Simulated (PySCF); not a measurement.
PBE on Sr⁻ (strontium, charge -1), [Kr] 4d1 5s2, 2D determinant. Calculation: PySCF 2.14, in aug-cc-pVDZ-X2C (7s6p4d, 45 functions); scalar relativity by spin-free X2C-1e.

```
cycle= 1 E= -3178.84616928471  delta_E= 0.00778  |g|= 0.021  |ddm|= 1.51
cycle= 2 E= -3178.86153529961  delta_E= -0.0154  |g|= 0.0077  |ddm|=  1.8
cycle= 3 E= -3178.86190776509  delta_E= -0.000372  |g|= 0.00367  |ddm|= 0.286
cycle= 4 E= -3178.86169675292  delta_E= 0.000211  |g|= 0.00966  |ddm|= 0.202
cycle= 5 E= -3178.86205224433  delta_E= -0.000355  |g|= 0.00222  |ddm|= 0.138
cycle= 6 E= -3178.86207518625  delta_E= -2.29e-05  |g|= 0.000259  |ddm|= 0.0434
cycle= 7 E= -3178.86207594018  delta_E= -7.54e-07  |g|= 1.11e-05  |ddm|= 0.00625
cycle= 8 E= -3178.86207594177  delta_E= -1.58e-09  |g|= 4.67e-06  |ddm|= 0.00039
cycle= 9 E= -3178.86207594186  delta_E= -9e-11  |g|= 3.39e-07  |ddm|= 7.5e-05
converged SCF energy = -3178.86207594186  <S^2> = 0.75741408  2S+1 = 2.0074004
```

Highest occupied orbital energy: 1.385 eV; ⟨L²⟩ = 6.03; populations by l: s 10.00, p 18.00, d 11.00.

(1) Can this result be used?

Results:

(1) With care. Self-consistency was reached. The configuration of this anion was assumed by filling the next shell in order. It is not the known or likely ground configuration (Ca⁻, Sr⁻ and Ba⁻, for instance, bind a p electron), so these values are not the electron affinity of the element. At PBE the highest occupied level has a positive energy, so only the finite basis holds that electron.
